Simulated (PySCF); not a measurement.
# What a mistake does to a calculation on C2H8NSi cation

These are calculations, not measurements. The program is PySCF 2.14.0, an open-source quantum chemistry code, run on an isolated molecule that a program drew, which may never have been made. The molecule is C2H8NSi cation (charge +1, singlet), drawn as the SMILES string `NCC[SiH2+]`.

Each row is a Hartree-Fock (HF) and frozen-core CCSD(T) single point in the cc-pV(D+d)Z basis, meant for a local HF minimum. Run 1 is clean. Each other run has one planted mistake out of seven kinds, and not every kind appears here: one electron removed, one electron added, multiplicity raised by two, geometry at a saddle point, minimal basis STO-3G, one bond length entered in bohr, all coordinates scaled. The reference is restricted for singlets and unrestricted otherwise, and also for a bond in bohr. Adding or removing an electron swaps singlet and doublet. Electrons count all cores. HOMO and LUMO are orbital energies over both spins, the gradient is its largest component, and the lowest frequency (negative if imaginary) is given only where the gradient is small. Bond lengths are over the 11 bonds as drawn. T1 is the CCSD diagnostic: over 0.02 (restricted) or 0.045 (unrestricted) a single reference is doubtful.

Geometry of the clean run:
```xyz
12
C2H8NSi cation, angstrom
N    -2.5519    0.2349    0.6509
C    -1.1214    0.2626    0.8267
C    -0.5282   -1.0144    0.1954
Si    1.2042   -1.4539    0.5775
H    -2.8147    0.4903   -0.2862
H    -3.0015    0.8895    1.2673
H    -0.9091    0.2681    1.8972
H    -0.6234    1.1407    0.3979
H    -0.6465   -1.0369   -0.8948
H    -1.0988   -1.8912    0.5500
H     1.9707   -0.8218    1.6535
H     1.8816   -2.5254   -0.1543
```

```
run  electrons  basis functions  <S^2>  HOMO (eV)  LUMO (eV)  gradient (hartree/bohr)  lowest frequency (cm^-1)  mean bond (Å)  longest bond (Å)      T1  HF (hartree)  CCSD(T) (hartree)                          mistake
  1         40              105  0.000     -14.62      -5.41                  2.0e-05                        73         1.2856             1.828  0.0106    -423.49091         -424.09951                         no fault
  2         40               32  0.000     -12.72      -2.73                  2.8e-02                         -         1.2856             1.828  0.0061    -418.58540         -418.83031             minimal basis STO-3G
  3         40              105  0.000     -14.83      -5.22                  1.0e-01                         -         1.1737             1.669  0.0102    -423.38681         -423.97814           all coordinates scaled
  4         40              105  0.855     -14.65      -5.74                  9.8e-03                         -         1.4041             2.767  0.0381    -423.37798         -423.97479  one bond length entered in bohr
  5         39              105  0.760     -23.50      -9.99                  7.1e-02                         -         1.2856             1.828  0.0163    -423.04413         -423.61157             one electron removed
  6         41              105  0.767      -6.94       2.51                  3.2e-02                         -         1.2856             1.828  0.0094    -423.71722         -424.34229                                ?
```

**Which mistake was planted in run 6, and what did it cost?**

It counts 41 electrons, one more than the clean run, at the same geometry and basis. So the mistake is: one electron added. Subtracting run 1 and multiplying by 627.51 kcal/mol a hartree, the energy moved by -142.0 kcal/mol in HF and -152.3 kcal/mol in CCSD(T).

